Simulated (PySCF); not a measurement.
ketene (C2H2O), singlet, geometry from GFN2-xTB; B3LYP/6-31G*, polarisability in PySCF.

PySCF was given this input:
```python
from pyscf import gto, scf, dft
from pyscf.prop import polarizability

mol = gto.Mole()
mol.atom = '''
    C    -0.011482    0.021363   -1.191901
    C     0.000930   -0.001730    0.096497
    H     0.002496    0.948264   -1.730061
    H    -0.036141   -0.885664   -1.762560
    O     0.012120   -0.022550    1.258131
'''
mol.basis = '6-31g*'
mol.charge = 0
mol.spin = 0
mol.verbose = 4
mol.build()

mf = dft.RKS(mol)
mf.xc = 'b3lyp'
mf.kernel()
alpha = mf.Polarizability().polarizability()[2, 2]
print('alpha_zz =', alpha)
```

Q: Predict the main parts of the log of this PySCF run.

A: 
```
site-packages/pyscf/prop/efg/rhf.py:45: UserWarning: Module EFG is under testing
  warnings.warn('Module EFG is under testing')
site-packages/pyscf/prop/efg/dhf.py:30: UserWarning: Module EFG is under testing
  warnings.warn('Module EFG is under testing')
site-packages/pyscf/prop/zfs/uhf.py:40: UserWarning: Module ZFS is under testing
  warnings.warn('Module ZFS is under testing')
site-packages/pyscf/prop/gtensor/uhf.py:43: UserWarning: Module g-tensor is under testing
  warnings.warn('Module g-tensor is under testing')
site-packages/pyscf/prop/gtensor/uks.py:41: UserWarning: Module g-tensor is under testing
  warnings.warn('Module g-tensor is under testing')
site-packages/pyscf/prop/hfc/uks.py:35: UserWarning: Module HFC is under testing
  warnings.warn('Module HFC is under testing')
site-packages/pyscf/prop/magnetizability/rhf.py:39: UserWarning: Module magnetizability is under testing
  warnings.warn('Module magnetizability is under testing')
site-packages/pyscf/prop/magnetizability/uhf.py:37: UserWarning: Module magnetizability is under testing
  warnings.warn('Module magnetizability is under testing')
site-packages/pyscf/prop/magnetizability/rks.py:37: UserWarning: Module magnetizability is under testing
  warnings.warn('Module magnetizability is under testing')
site-packages/pyscf/prop/magnetizability/uks.py:39: UserWarning: Module magnetizability is under testing
  warnings.warn('Module magnetizability is under testing')
site-packages/pyscf/prop/polarizability/uhf.py:34: UserWarning: Module polarizability is under testing
  warnings.warn('Module polarizability is under testing')
site-packages/pyscf/prop/polarizability/rks.py:29: UserWarning: Module polarizability is under testing
  warnings.warn('Module polarizability is under testing')
site-packages/pyscf/prop/polarizability/uks.py:29: UserWarning: Module polarizability is under testing
  warnings.warn('Module polarizability is under testing')
PySCF version 2.14.0

[INPUT] verbose = 4
[INPUT] num. atoms = 5
[INPUT] num. electrons = 22
[INPUT] charge = 0
[INPUT] spin (= nelec alpha-beta = 2S) = 0
[INPUT] symmetry False subgroup None
[INPUT] Mole.unit = angstrom
[INPUT] Symbol           X                Y                Z      unit          X                Y                Z       unit  Magmom
[INPUT]  1 C     -0.011482000000   0.021363000000  -1.191901000000 AA   -0.021697835362   0.040370219199  -2.252366457595 Bohr   0.0
[INPUT]  2 C      0.000930000000  -0.001730000000   0.096497000000 AA    0.001757445296  -0.003269226195   0.182352901842 Bohr   0.0
[INPUT]  3 H      0.002496000000   0.948264000000  -1.730061000000 AA    0.004716756407   1.791959253785  -3.269341468791 Bohr   0.0
[INPUT]  4 H     -0.036141000000  -0.885664000000  -1.762560000000 AA   -0.068296591868  -1.673662398387  -3.330755678113 Bohr   0.0
[INPUT]  5 O      0.012120000000  -0.022550000000   1.258131000000 AA    0.022903480630  -0.042613324109   2.377523018825 Bohr   0.0

nuclear repulsion = 59.0017181257628
number of shells = 22
number of NR pGTOs = 89
number of NR cGTOs = 46
basis = 6-31g*
ecp = {}

******** <class 'pyscf.dft.rks.RKS'> ********
method = RKS
initial guess = minao
damping factor = 0
level_shift factor = 0
DIIS = <class 'pyscf.scf.diis.CDIIS'>
diis_start_cycle = 1
diis_space = 8
diis_damp = 0
SCF conv_tol = 1e-09
SCF conv_tol_grad = None
SCF max_cycles = 50
direct_scf = True
direct_scf_tol = 1e-13
XC library pyscf.dft.libxc version 7.1.2
    S. Lehtola, C. Steigemann, M. J. T. Oliveira, and M. A. L. Marques,  SoftwareX 7, 1–5 (2018)
XC functionals = b3lyp
    P. J. Stephens, F. J. Devlin, C. F. Chabalowski, and M. J. Frisch,  J. Phys. Chem. 98, 11623 (1994)
radial grids:
    Treutler-Ahlrichs [JCP 102, 346 (1995); DOI:10.1063/1.469408] (M4) radial grids

becke partition: Becke, JCP 88, 2547 (1988); DOI:10.1063/1.454033
pruning grids: <function nwchem_prune>
grids dens level: 3
symmetrized grids: False
atomic radii adjust function: <function treutler_atomic_radii_adjust>
small_rho_cutoff = 0
Set gradient conv threshold to 3.16228e-05
Initial guess from minao.
tot grids = 61936
init E= -153.004666310707
  HOMO = -0.282388623038561  LUMO = -0.092728847919278  gap/eV = 5.16091
cycle= 1 E= -152.500595369017  delta_E= 0.504  |g|= 0.683  |ddm|= 2.35
  HOMO = -0.173202600350563  LUMO = 0.00199532251184387  gap/eV = 4.76738
cycle= 2 E= -152.200943302955  delta_E=  0.3  |g|= 1.43  |ddm|= 1.41
  HOMO = -0.217501128897313  LUMO = -0.027130747274045  gap/eV = 5.18024
cycle= 3 E= -152.580454897408  delta_E= -0.38  |g|= 0.233  |ddm|= 1.06
  HOMO = -0.241070206033768  LUMO = -0.0282810433895802  gap/eV = 5.79029
cycle= 4 E= -152.593425436581  delta_E= -0.013  |g|= 0.0583  |ddm|= 0.223
  HOMO = -0.243850246474821  LUMO = -0.0355952984517018  gap/eV = 5.66691
cycle= 5 E= -152.594233935762  delta_E= -0.000808  |g|= 0.0158  |ddm|= 0.0638
  HOMO = -0.241537419670617  LUMO = -0.0322009513416202  gap/eV = 5.69634
cycle= 6 E= -152.594302355957  delta_E= -6.84e-05  |g|= 0.00205  |ddm|= 0.0166
  HOMO = -0.241642067040866  LUMO = -0.0323077059525128  gap/eV = 5.69628
cycle= 7 E= -152.594303386481  delta_E= -1.03e-06  |g|= 0.000197  |ddm|= 0.00201
  HOMO = -0.241653420356641  LUMO = -0.0323080583870623  gap/eV = 5.69658
cycle= 8 E= -152.594303396175  delta_E= -9.69e-09  |g|= 4.55e-05  |ddm|= 0.000244
  HOMO = -0.241656748782683  LUMO = -0.0323071359990648  gap/eV = 5.69669
cycle= 9 E= -152.594303396814  delta_E= -6.39e-10  |g|= 3.99e-06  |ddm|= 5.03e-05
  HOMO = -0.241656665964506  LUMO = -0.0323067270505333  gap/eV = 5.69670
Extra cycle  E= -152.594303396812  delta_E= 2.22e-12  |g|= 5.88e-06  |ddm|= 7.98e-06
converged SCF energy = -152.594303396812
Isotropic polarizability 19.9960049118
Polarizability anisotropy 23.5122134924
alpha_zz = 35.392671306119546
```
